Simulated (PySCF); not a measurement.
**Radial density of Ga²⁺ (gallium, charge +2)**

M06-2X, [Ar] 3d10 4s1, 2S determinant. Calculation: PySCF 2.14, in 6-31G* (5s4p3d, 32 functions); no relativity, point nucleus.

```csv
r (bohr),4πr²ρ (e/bohr),4πr²(ρα − ρβ)
0.000906,0.1953,0.0001
0.00152,0.5397,0.0002
0.00256,1.441,0.0006
0.00431,3.640,0.0016
0.00725,8.609,0.0038
0.0122,17.92,0.0076
0.0205,30.55,0.0116
0.0345,37.58,0.0098
0.0581,32.08,0.0006
0.0977,33.67,0.0137
0.164,43.38,0.0342
0.276,24.77,0.0018
0.465,25.38,0.1014
0.782,19.47,0.0176
1.31,4.053,0.3083
2.21,0.7563,0.5097
3.72,0.09419,0.0865
6.26,2.931e-05,0.0000
```
